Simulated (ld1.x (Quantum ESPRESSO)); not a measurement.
Configuration tests for Pd (PAW)

* Element: Pd (Z = 46)
* Generator: ld1.x (Quantum ESPRESSO) 7.5
* Type: PAW
* Functional: PBE
* Relativity: fully relativistic
* Frozen core: [Ar] 3d10
* Valence charge: 18
* Reference configuration: 4s2 4p6 4d10 5s0 5p0
* Partial waves: 4s (bound): rcut 1.25, rcutus 1.65 bohr; 5s (bound, empty): rcut 1.25, rcutus 1.65 bohr; 4p (bound): rcut 1.50, rcutus 2.00 bohr; 5p (bound, empty): rcut 1.50, rcutus 2.00 bohr; 4d (bound): rcut 0.85, rcutus 1.20 bohr; 4d channel at 3.55 Ry: rcut 0.85, rcutus 1.20 bohr; 4f channel at -0.2 Ry: rcut 1.55, rcutus 2.10 bohr; 4f channel at 0.95 Ry: rcut 1.55, rcutus 2.10 bohr
* Local potential: all-electron potential smoothed inside 1.75 bohr (lloc = -1)
* Core correction: Bessel-smoothed model core inside 0.90 bohr
* Augmentation charge: BESSEL, radius 0.80 bohr

Open shells are filled in proportion to 2j + 1 (rel_dist='average').

Energies are relative to the spin-unpolarised reference configuration 4s2 4p6 4d10 5s0 5p0; without spin polarisation the order of configurations can differ from experiment. Not all tests gave a result: test run stopped at test 4 of 7 (negative rho). The frozen-core shift is the all-electron ΔE with the core orbitals held at their reference shape minus the fully relaxed ΔE.

```
valence configuration  charge  ΔE all-electron (eV)  error AE − PS (meV)  frozen-core shift (meV)
  4s2 4p6 4d9 5s0 5p0      +1                 9.119                 +0.4                      0.0
  4s2 4p6 4d8 5s0 5p0      +2                29.938                 +1.7                     +0.1
  4s2 4p6 4d7 5s0 5p0      +3                64.296                 -2.2                     +0.8
```

These tests converged, but a pseudo level misses the all-electron one widely, so the file describes the atom poorly there or has found another state: 4s2 4p6 4d7 5s0 5p0: empty 5p by 3.5 eV (a node warning on the way).

The ghost test of this file was not conclusive.
